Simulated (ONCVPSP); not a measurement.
**Reading a pseudo-wave (O (Z = 8))**

Columns: radius, all-electron u(r) and pseudo u(r) of the 2p shell (level -16.43 eV) of oxygen in the configuration [He] 2s2 2p3.5; LDA (Perdew-Zunger), scalar-relativistic, ONCV scheme, ONCVPSP 4.0.1.

```json
{"r (bohr)": "0.055", "all-electron": "0.0392", "pseudo": "0.0215"}
{"r (bohr)": "0.110", "all-electron": "0.1272", "pseudo": "0.0826"}
{"r (bohr)": "0.165", "all-electron": "0.2353", "pseudo": "0.1753"}
{"r (bohr)": "0.220", "all-electron": "0.3470", "pseudo": "0.2881"}
{"r (bohr)": "0.275", "all-electron": "0.4529", "pseudo": "0.4080"}
{"r (bohr)": "0.330", "all-electron": "0.5483", "pseudo": "0.5235"}
{"r (bohr)": "0.385", "all-electron": "0.6309", "pseudo": "0.6257"}
{"r (bohr)": "0.440", "all-electron": "0.7000", "pseudo": "0.7095"}
{"r (bohr)": "0.495", "all-electron": "0.7561", "pseudo": "0.7735"}
{"r (bohr)": "0.550", "all-electron": "0.7998", "pseudo": "0.8189"}
{"r (bohr)": "0.605", "all-electron": "0.8323", "pseudo": "0.8490"}
{"r (bohr)": "0.660", "all-electron": "0.8548", "pseudo": "0.8671"}
{"r (bohr)": "0.715", "all-electron": "0.8686", "pseudo": "0.8763"}
{"r (bohr)": "0.770", "all-electron": "0.8749", "pseudo": "0.8790"}
{"r (bohr)": "0.825", "all-electron": "0.8747", "pseudo": "0.8765"}
{"r (bohr)": "0.880", "all-electron": "0.8692", "pseudo": "0.8698"}
{"r (bohr)": "0.935", "all-electron": "0.8592", "pseudo": "0.8593"}
{"r (bohr)": "0.990", "all-electron": "0.8456", "pseudo": "0.8456"}
{"r (bohr)": "1.045", "all-electron": "0.8290", "pseudo": "0.8290"}
{"r (bohr)": "1.100", "all-electron": "0.8101", "pseudo": "0.8101"}
{"r (bohr)": "1.155", "all-electron": "0.7894", "pseudo": "0.7894"}
{"r (bohr)": "1.210", "all-electron": "0.7674", "pseudo": "0.7673"}
{"r (bohr)": "1.265", "all-electron": "0.7443", "pseudo": "0.7443"}
{"r (bohr)": "1.320", "all-electron": "0.7205", "pseudo": "0.7205"}
{"r (bohr)": "1.375", "all-electron": "0.6963", "pseudo": "0.6963"}
{"r (bohr)": "1.430", "all-electron": "0.6719", "pseudo": "0.6719"}
```

Question: How many radial nodes do the two functions have?

Answer: The all-electron 2p function has n − l − 1 = 0; the pseudo-wave has 0.

Question: At about which radius was the pseudo-wave matched?

Answer: 1.10 bohr. The columns agree to 0.0005 from 0.94 bohr on; several derivatives are matched, so the curves merge somewhat inside the radius.

Question: Where does each function peak?

Answer: Outermost all-electron maximum near 0.77 bohr, pseudo maximum near 0.77 bohr (to the table’s step).

Question: Is the pseudo-wave norm-conserving?

Answer: Yes: the ONCV scheme keeps the norm inside the radius equal to the all-electron one, which fixes the energy derivative of the logarithmic derivative at the level.
